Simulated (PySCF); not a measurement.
# Electron correlation in Ti+ (titanium, charge +1)

Starting occupation: [Ar] 3d1 4s2, 3d5/2 with m_j = +5/2. Calculation: PySCF 2.14, in x2c-TZVPall-2c (6s7p4d1f, 54 functions); X2C-1e with screened-nucleus spin-orbit coupling, Gaussian nucleus. Frozen: [Ne]; 11 electrons correlated; the 6 highest virtual spinors left out.

MP2 pair energies summed by pair of shells (mhartree):

```
 pair   energy  share (%)
3p-3p  -135.45       52.9
3p-4s   -32.58       12.7
3d-3p   -24.91        9.7
4s-4s   -23.35        9.1
3p-3s   -21.21        8.3
3d-4s    -6.44        2.5
3s-3s    -6.01        2.3
3d-3s    -3.95        1.5
3s-4s    -2.05        0.8
```

Total MP2 correlation energy: -255.96 mhartree.

The GHF reference relaxed away from the jj start to a determinant that is no pure jj level (⟨S²⟩ = 0.75, ⟨J²⟩ = 8.77); the energies belong to that determinant.

This basis was not built for core-valence correlation, so the inner-shell part is incomplete.
